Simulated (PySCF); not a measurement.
## YH₂⁺ at several levels of theory

All levels use the PBE0 minimum (singlet; Y–H 1.882 Å (×2); H–Y–H 106.9°), basis [Y def2-TZVP with ECP28, H def2-TZVP], scalar-relativistic core potentials, density fitting, no spin–orbit coupling, PySCF. For vertical energies the ionised species is a doublet (spins chosen at PBE0 and kept) and the electron-attached one a doublet. Open shells are unrestricted, also as the reference of the correlated levels. Dipoles are about the centre of mass. A dash marks a value that was not computed or is not defined at that level.

Z-matrix (Å, degrees; charge 1 multiplicity 1):
```
Y
H  1 1.8823
H  1 1.8823 2 106.85
```

| level | vertical IP (eV) | vertical EA (eV) | −ε(HOMO) (eV) | gap (eV) | dipole (D) |
| --- | --- | --- | --- | --- | --- |
| PBE0 | 15.52 | 6.14 | 12.89 | 5.03 | 4.46 |
| CCSD(T) | 15.32 | 6.00 | – | – | – |
| HF | 14.81 | 5.71 | 15.71 | 10.34 | 5.47 |
| PBE | 15.42 | 6.18 | 11.74 | 2.92 | 4.08 |
| r2SCAN | 15.40 | 6.15 | 11.90 | 3.82 | 4.49 |
| B3LYP | 15.58 | 6.27 | 12.74 | 4.44 | 4.40 |
| TPSSh | 15.46 | 6.05 | 12.31 | 4.10 | 4.51 |
| MP2 | 15.43 | 5.99 | – | – | – |
| HSE06 | 15.51 | 6.16 | 12.49 | 4.24 | 4.45 |
| M06-2X | 15.59 | 6.28 | 14.01 | 6.82 | 4.60 |

For YH₂⁺ itself CCSD(T) correlates 12 electrons; T1 = 0.016, D1 = 0.046, (T) = -12 kJ/mol.

(1) Which levels differ least and most from CCSD(T) in the vertical IP?

Answers

(1) Least: r2SCAN (+0.08 eV); most: HF (-0.51 eV).
